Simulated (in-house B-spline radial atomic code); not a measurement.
A calculation on neutral rubidium: its settings, and results tabulated from the run. Level of theory: Dirac-Kohn-Sham LDA PW92, spherical fractional occupations, Fermi nucleus of rms radius 4.2036 fm; calculated with a B-spline radial code for spherical atoms.

Command:
```bash
python run_scf.py task.json out
```
Settings (nuclear radius in fm, mass in u):
```
Z                37
configuration    [Kr] 5s1
hamiltonian      dirac
method           lda,pw
spin_polarised   False
nucleus          fermi
rms_radius       4.2036
atomic_mass      84.91179
speed_of_light   137.035999084
```

Output (hartree, bohr):
```
 radial grid: 78 intervals, B-splines of order 8, outer radius 50 bohr

 iter        energy (Eh)    residual
    1       -2977.398316    3.34e-01
    2       -2977.620223    1.19e-01
    3       -2977.873526    1.56e-02
    4       -2977.874270    6.76e-03
    5       -2977.874421    1.04e-03
    6       -2977.874425    8.12e-05
    7       -2977.874425    1.10e-05
    8       -2977.874425    4.16e-06
    9       -2977.874425    6.76e-08

 total energy                     -2977.87442
 kinetic                            3061.6285
 electron-nucleus                  -7193.8397
 Hartree                            1251.5302
 exchange-correlation                -97.1935

 first-order corrections (not in the total)
   Gaunt                             1.7345
   retardation                      -0.1680
   frequency dependence             -0.0082
   self-energy                       1.1598
   Uehling                          -0.1216
   Wichmann-Kroll                    0.0014
   recoil                            0.0138

 orbital      occ     eigenvalue          <r>       <r^2>       <1/r>     <1/r^2>       <r^4>       r_max    small
 1s1/2      2.000      -551.3862    0.0403402  0.00219236     37.8298     2988.72 1.23951e-05     0.02632  1.80e-02
 2s1/2      2.000       -73.6592     0.177805   0.0373307     8.49008     315.007  0.00240991      0.1499  3.60e-03
 2p1/2      2.000       -66.8669      0.15237   0.0284995     8.46802     102.626  0.00163667      0.1173  3.60e-03
 2p3/2      4.000       -64.6374     0.156459     0.02992     8.15647     90.8564  0.00178625      0.1207  3.51e-03
 3s1/2      2.000       -10.9090     0.511483    0.300769     2.81927     53.6558    0.142766      0.4516  8.95e-04
 3p1/2      2.000        -8.4748     0.512319    0.307155     2.71008     17.0361    0.158218      0.4407  8.45e-04
 3p3/2      4.000        -8.1390     0.522893    0.319763     2.63475     15.1209    0.171303      0.4497  8.19e-04
 3d3/2      4.000        -3.8617     0.523495    0.336087      2.4017     7.48697    0.235532      0.3905  7.02e-04
 3d5/2      6.000        -3.8046     0.527308    0.340889      2.3822     7.34778    0.242182      0.3932  6.95e-04
 4s1/2      2.000        -1.1744      1.45311     2.41266    0.926672     7.36077     9.23561       1.256  1.58e-04
 4p1/2      2.000        -0.6114      1.70118     3.36899    0.785098     1.94799     19.5786       1.403  1.17e-04
 4p3/2      4.000        -0.5785      1.74168     3.53345    0.764567     1.73253     21.6059       1.434  1.12e-04
 5s1/2      1.000        -0.0868      5.11864     30.1276    0.247683    0.514334     1494.53       4.235  1.30e-05
```

Cost of the run: 3 s on 1 thread of Arm Neoverse N1, with other jobs on the host.

For the Dirac Hamiltonian the kinetic term is c α·p + (β - 1)c².
